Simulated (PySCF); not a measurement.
Species: C6H6FNO2.
Cartesian coordinates in Å at the GFN2-xTB level; atoms count from 1:
```xyz
16
C6H6FNO2 angstrom
C      2.354   -0.599    0.310
O      2.382    0.795    0.059
C      1.235    1.464   -0.066
C     -0.051    1.067    0.043
C     -1.041    2.057   -0.158
N     -1.843    2.862   -0.324
O     -0.425   -0.228    0.362
C     -1.713   -0.598    0.147
C     -2.124   -1.811    0.491
F     -3.395   -2.181    0.267
H      3.396   -0.906    0.375
H      1.864   -1.136   -0.505
H      1.842   -0.823    1.248
H      1.421    2.508   -0.286
H     -2.383    0.119   -0.310
H     -1.527   -2.581    0.952
```

Method used: TDDFT PBE0/def2-SVPD, vertical, gas phase, core orbitals frozen in the response in PySCF 2.14.0, density-fitted response routines.

Ground-to-excited transition dipoles (e·a0, same axes as the geometry; the sign carries no meaning), for the states with f of 0.002 or more among the lowest 6:

```tsv
state	E (eV)	μx	μy	μz
S1	4.811	0.532	0.076	0.086
S2	4.932	-1.047	-0.019	0.072
S3	5.918	0.749	0.783	-0.337
S4	6.057	-0.295	-0.542	-0.165
S5	6.197	-0.814	0.447	-0.175
S6	6.260	0.763	-0.299	-0.054
```

Problem. Work out the oscillator strengths.

Solution. f = (2/3) ΔE |μ|² with ΔE in hartree (27.2114 eV).

| state | \|μ\|² (au) | \|μ\| (D) | f |
| --- | --- | --- | --- |
| S1 | 0.296 | 1.38 | 0.035 |
| S2 | 1.102 | 2.67 | 0.133 |
| S3 | 1.288 | 2.88 | 0.187 |
| S4 | 0.408 | 1.62 | 0.061 |
| S5 | 0.893 | 2.40 | 0.136 |
| S6 | 0.675 | 2.09 | 0.104 |

Problem. What angle do the transition dipoles of S4 and S5 make?

Solution. |cos θ| = |μa·μb| / (|μa| |μb|) = 0.04, so θ ≈ 87° (taken between 0 and 90°, since the signs are arbitrary).

Problem. How is the summed strength of these states shared among x, y and z?

Solution. (2/3) Σ ΔE μα² gives 0.450 for x, 0.177 for y and 0.027 for z, 0.655 in all.

Problem. What peak molar absorption coefficient would the strongest computed level give as a lone Gaussian band 0.3 eV wide at half height?

Solution. ε(max) = 2.175×10⁸ f / FWHM, with the width in cm⁻¹. S3: 2.175×10⁸ × 0.1867 / 2420 ≈ 17000 L mol⁻¹ cm⁻¹.

One conformer stands for the species.
